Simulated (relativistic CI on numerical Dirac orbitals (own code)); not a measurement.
# Ag²⁺: M2,3 absorption edge

Computed with this model: Dirac-Coulomb-Breit CI, KLI orbitals optimised for each configuration, model QED, valence Slater integrals scaled by 0.8, multiplet model of core-to-valence dipole absorption; configurations [Kr] 4d9 → [Ne] 3s2 3p5 3d10 4s2 4p6 4d10; 300 K; Lorentzian 3 eV and Gaussian 0.4 eV FWHM. Energies are those of the free ion, without screening or charge transfer. The branching ratio is the share of the lower-energy edge in the whole absorption, uncertain by about 0.02 where the edges overlap. S is read from ⟨S²⟩ = S(S + 1).

Field parameters in Wybourne normalisation: D3d B²₀ = −7Dσ, B⁴₀ = −14Dq − 21Dτ, B⁴₃ = −14√(10/7) Dq; Td as Oh with Dq negative (B⁴₀ = 21Dq, B⁴₄ = √(5/14) B⁴₀). The field is a parameter set, without covalency.

Peaks in eV (height, largest 100): 572.5 (100), 603.5 (24).

Question: Which surroundings give this spectrum?
A. D3d, 10Dq = 25800, Dσ = 730, Dτ = -60 cm⁻¹
B. D3d, 10Dq = 33150, Dσ = -80, Dτ = 200 cm⁻¹
C. D3d, 10Dq = 16000, Dσ = 310, Dτ = 20 cm⁻¹
D. free ion

Answer: C. D3d, 10Dq = 16000, Dσ = 310, Dτ = 20 cm⁻¹, where the ground state has S = 0.50.
